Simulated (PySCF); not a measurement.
Structure with atom numbers: `[CH3:1][Si:2]([CH3:3])([CH3:4])[n:5]1[cH:6][n:7][n:8][cH:9]1`; H(Xn) means a hydrogen on atom n.

Fast rotation and ring inversion assumed for equivalent nuclei, in vacuum, one conformer, non-relativistic. Structure optimised with GFN2-xTB; σ from GIAO-PBE0/pcSseg-1; PySCF 2.14.0 with density-fitted response routines.

Problem. Predict the 2D correlation tables (HSQC, COSY, HMBC).

Solution. 

HSQC (one-bond C–H):
```tsv
δH	δC
7.79 (H(C6)/H(C9))	145.3 (C6/C9)
0.43 (H(C1)/H(C3)/H(C4))	0.7 (C1/C3/C4)
```

HMBC (two and three bonds, from the bond graph):
```tsv
δH	δC
7.79 (H(C6)/H(C9))	145.3 (C6/C9)
0.43 (H(C1)/H(C3)/H(C4))	0.7 (C1/C3/C4)
```

No COSY cross peaks are expected.

Scale: TMS for 1H (σ = 31.72 ppm) and 13C (σ = 186.93 ppm) (reference shieldings calculated alike).

Short H···H contacts in this conformer between protons four or more bonds apart (candidates for NOE cross peaks, intensity ∝ r⁻⁶): H(C4)···H(C9) 2.70 Å.

Shifts are as computed. Against solution values, carbons near 30 ppm lie about +3 ppm off and those near 130 ppm about +5 ppm. Of 1211 compounds with measured shifts, 218 miss one by over three times the rms of a fit or turn the order of signals round; such compounds aren't used in these exercises.
